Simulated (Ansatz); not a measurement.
Calculated with Ansatz (gas phase, PBE0-D4/def2-TZVP geometries, no zero-point term in ΔE). CCSD(T)/CBS is the MP2 limit (def2-TZVPP, def2-QZVPP) plus CCSD(T) − MP2 in def2-TZVPP, frozen cores. This one scheme is used for every species. DFT in def2-TZVPP. B3LYP here is the variant with VWN-RPA as its local correlation; programs differ in this. For Br outer-core shells are correlated without core-valence functions, which leaves a few kJ/mol of doubt a bond. Scalar relativity is left out up to krypton. One conformer a species, not always the lowest.

`N[SiH](O)Br` + CH₃SH → `CS[SiH](N)O` + HBr  (ligand exchange at the Si–Br bond)

```json
{"level": "PBE-D4", "ΔE (kcal/mol)": "8.9", "difference from CCSD(T)/CBS": "-1.3"}
{"level": "r2SCAN-D4", "ΔE (kcal/mol)": "9.9", "difference from CCSD(T)/CBS": "-0.3"}
{"level": "PBE0-D4", "ΔE (kcal/mol)": "9.7", "difference from CCSD(T)/CBS": "-0.5"}
{"level": "B3LYP-D4", "ΔE (kcal/mol)": "9.7", "difference from CCSD(T)/CBS": "-0.5"}
{"level": "ωB97X-V", "ΔE (kcal/mol)": "10.2", "difference from CCSD(T)/CBS": "0.0"}
{"level": "ωB97M-V", "ΔE (kcal/mol)": "10.4", "difference from CCSD(T)/CBS": "0.2"}
{"level": "B2PLYP", "ΔE (kcal/mol)": "10.7", "difference from CCSD(T)/CBS": "0.5"}
{"level": "PBE", "ΔE (kcal/mol)": "9.8", "difference from CCSD(T)/CBS": "-0.4"}
{"level": "r2SCAN", "ΔE (kcal/mol)": "10.2", "difference from CCSD(T)/CBS": "0.0"}
{"level": "PBE0", "ΔE (kcal/mol)": "10.5", "difference from CCSD(T)/CBS": "0.3"}
{"level": "B3LYP", "ΔE (kcal/mol)": "11.1", "difference from CCSD(T)/CBS": "0.9"}
{"level": "HF/def2-TZVPP", "ΔE (kcal/mol)": "13.3", "difference from CCSD(T)/CBS": "3.1"}
{"level": "MP2/def2-TZVPP", "ΔE (kcal/mol)": "10.2", "difference from CCSD(T)/CBS": "0.0"}
{"level": "SCS-MP2/def2-TZVPP", "ΔE (kcal/mol)": "10.6", "difference from CCSD(T)/CBS": "0.4"}
{"level": "CCSD/def2-TZVPP", "ΔE (kcal/mol)": "10.4", "difference from CCSD(T)/CBS": "0.2"}
{"level": "CCSD(T)/def2-TZVPP", "ΔE (kcal/mol)": "9.8", "difference from CCSD(T)/CBS": "-0.4"}
{"level": "HF/def2-QZVPP", "ΔE (kcal/mol)": "13.3", "difference from CCSD(T)/CBS": "3.1"}
{"level": "MP2/def2-QZVPP", "ΔE (kcal/mol)": "10.4", "difference from CCSD(T)/CBS": "0.2"}
{"level": "SCS-MP2/def2-QZVPP", "ΔE (kcal/mol)": "10.7", "difference from CCSD(T)/CBS": "0.5"}
{"level": "HF/CBS(def2)", "ΔE (kcal/mol)": "13.3", "difference from CCSD(T)/CBS": "3.1"}
{"level": "MP2/CBS(def2)", "ΔE (kcal/mol)": "10.6", "difference from CCSD(T)/CBS": "0.4"}
{"level": "CCSD/CBS(def2)", "ΔE (kcal/mol)": "10.8", "difference from CCSD(T)/CBS": "0.6"}
{"level": "CCSD(T)/CBS", "ΔE (kcal/mol)": "10.2", "difference from CCSD(T)/CBS": "0"}
```

Largest T1 diagnostic among the species: 0.011.

In def2-TZVPP, CCSD(T) changes the Hartree–Fock value by −3.5 kcal/mol (the triples alone add −0.6 kcal/mol) and MP2 by −3.1 kcal/mol. The D4 term adds −1.4 kcal/mol with B3LYP and −0.8 kcal/mol with PBE0; it sums over pairs of atoms, weighted by their polarisabilities, and B3LYP, whose exchange is more repulsive, gets the larger term.
